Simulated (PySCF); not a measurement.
Computed with ωB97X-D3(BJ)/def2-TZVP // PBE0-D3(BJ)/def2-TZVP (PySCF 2.14.0). All species are isolated molecules in the gas phase. One relaxed conformer stands for a flexible species; it need not be the lowest. Delta-SCF ions had no search for a lower state. Excitations are Tamm–Dancoff values on a coarser integration grid. The basis has no diffuse functions, so Rydberg states are missing or too high.

Reference species (SMILES): `[Si](S)(S)(S)S` (neutral, multiplicity 1).

```yaml
HOMO–LUMO gap: 11.68 eV
T1 excitation (TDA): 5.68 eV
vertical ionisation energy (Delta-SCF): 9.97 eV
```

Changed species: `S[SiH](S)S` (1 of 4 SH replaced by H; the reference has 0 of 4 SH replaced by H).

Q: Give the shifts of the HOMO–LUMO gap, T1 excitation (TDA) and vertical ionisation energy (Delta-SCF).

A: the HOMO–LUMO gap rises by 0.33 eV, to 12.01 eV; the T1 excitation (TDA) rises by 0.17 eV, to 5.85 eV; the vertical ionisation energy (Delta-SCF) rises by 0.03 eV, to 10.00 eV.
